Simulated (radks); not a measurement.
The numbers below are computed, except where a source is named.
Ionisation of the bromine ion Br2+, [Ar] 3d10 4s2 4p3, to Br3+, [Ar] 3d10 4s2 4p2, under several functionals. Dirac Kohn-Sham, spin-unpolarised, spherical densities, point nucleus; open shells fill j = l - 1/2 first; a radial shooting solver on a logarithmic mesh with Libxc functionals.

[
 {"functional": "revPBE", "E(Br2+) (hartree)": "-2605.49257", "Exc (hartree)": "-91.67809", "IE (eV)": "33.615", "-e(HOMO) (eV)": "27.890", "<r> HOMO (bohr)": "1.865", "IE error (eV)": "-1.256"},
 {"functional": "PBEsol", "E(Br2+) (hartree)": "-2603.59273", "Exc (hartree)": "-89.74487", "IE (eV)": "33.688", "-e(HOMO) (eV)": "27.947", "<r> HOMO (bohr)": "1.862", "IE error (eV)": "-1.183"},
 {"functional": "LDA (Slater exchange, VWN5 correlation)", "E(Br2+) (hartree)": "-2602.02153", "Exc (hartree)": "-88.14796", "IE (eV)": "33.897", "-e(HOMO) (eV)": "28.132", "<r> HOMO (bohr)": "1.861", "IE error (eV)": "-0.974"},
 {"functional": "HCTH/407", "E(Br2+) (hartree)": "-2607.03268", "Exc (hartree)": "-93.34750", "IE (eV)": "33.935", "-e(HOMO) (eV)": "28.190", "<r> HOMO (bohr)": "1.858", "IE error (eV)": "-0.936"},
 {"functional": "XLYP", "E(Br2+) (hartree)": "-2606.10971", "Exc (hartree)": "-92.29718", "IE (eV)": "33.582", "-e(HOMO) (eV)": "27.824", "<r> HOMO (bohr)": "1.871", "IE error (eV)": "-1.289"}
]

NIST Atomic Spectra Database: 34.87 eV (measured). Closest: HCTH/407. The Delta-SCF values span 0.35 eV, the total energies 5.01 hartree. The highest occupied level is 4p3/2. Spin polarisation and multiplet splitting are left out, so open shells lie too high by an amount that depends on their filling.

Beside tabulated values, note that spin-unpolarised runs miss the spin-polarisation part of the exchange energy of open shells.
